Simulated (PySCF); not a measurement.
**Polarisability and C₆ of Pb³⁺ (lead, charge +3)**

[Xe] 4f14 5d10 6s1, 2S determinant. Computed with PySCF 2.14 in def2-QZVPPD with the def2 core potential (60 electrons) (8s6p5d4f1g, 88 functions), with scalar relativity through the core potential. Coupled (time-dependent) response in atomic units; α is the mean over directions.

| method | mean α (bohr³) | C₆ (like pair) | S(−4) |
| --- | --- | --- | --- |
| UHF | 9.958 | 53.57 | 43.21 |
| PBE | 8.510 | 47.99 | 23.98 |
| PBE0 | 8.749 | 48.79 | 26.93 |

S(−4) is the Cauchy moment in α(ω) = α(0) + S(−4) ω² + …

α(iu) at PBE:

| u (hartree) | α(iu) (bohr³) |
| --- | --- |
| 0 | 8.510 |
| 0.0500 | 8.451 |
| 0.100 | 8.281 |
| 0.200 | 7.705 |
| 0.300 | 6.995 |
| 0.500 | 5.694 |
| 0.750 | 4.533 |
| 1.00 | 3.731 |
| 1.50 | 2.684 |
| 2.00 | 2.020 |
| 3.00 | 1.245 |
| 5.00 | 0.5878 |

For an ion, C₆ is the dispersion term alone; charge-induced terms of lower order in 1/R come first.

Energies and moments cover only the electrons outside the core potential. Spin-orbit coupling, which splits the p, d and f shells strongly at this Z, is absent.
